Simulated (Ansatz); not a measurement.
Ansatz (an electronic-structure program) input (RI-MP2/cc-pV(T+d)Z):
A basis named .json is the Basis Set Exchange file of that set.

Ansatz 0.2 input:
```yaml
crystal:
  periodic: [false, false, false]
  atoms:
    - {symbol: Si, position_ang: [-0.12661692, -0.06757862, 0.58733853]}
    - {symbol: C, position_ang: [-1.98272388, -0.26407255, 0.43543371]}
    - {symbol: Cl, position_ang: [0.79823499, -1.56723095, -0.50515882]}
    - {symbol: Cl, position_ang: [0.42025411, 1.76942482, -0.20273051]}
    - {symbol: H, position_ang: [-2.29066394, -1.23324243, 0.82868354]}
    - {symbol: H, position_ang: [-2.49006583, 0.52699339, 0.98822806]}
    - {symbol: H, position_ang: [-2.26460464, -0.20051089, -0.61813465]}
basis:
  gaussian:
    orbitals: cc-pV_T+d_Z.json
    fitting: {mean_field: def2-universal-jkfit, correlation: cc-pVTZ-RIFIT.json}
magnetization: {spin_polarized: true, initial_magnetization: 1}
correlation: {method: mp2, electrons: outside_noble_gas}
```

Output:

```
Functional definition: HF
integrals: 0.17 GiB planned
513 factors; integrals over basis functions are off by at most 1.4e0 eV
537 factors; integrals over basis functions are off by at most 7.9e-1 eV
mean field: 0.76 GiB planned
mean field evaluation 1: about -33949.3323 eV, gradient 1.9e1 eV
mean field evaluation 2: about -33951.2882 eV, gradient 8.3e0 eV
mean field evaluation 4: about -33951.7565 eV, gradient 6.8e-1 eV
mean field evaluation 8: about -33951.7662 eV, gradient 3.0e-6 eV
mean field -33951.76618508 eV, -1247.7043939678 hartree, gradient 3.0e-6 eV, S^2 0.754631; 0 other end points of the search recorded, 0 dependent functions left out
16 core orbitals not correlated
reference -33951.76618508 eV, -1247.7043939678 hartree; 13, 12 occupied and 160, 161 virtual orbitals, 537 factors
second order -17.66665517 eV of doubles, -0.00000000 eV of singles
Total energy: -33969.43284025 eV, -1248.3536315705 hartree
```

It need not be the lowest isomer of its formula.
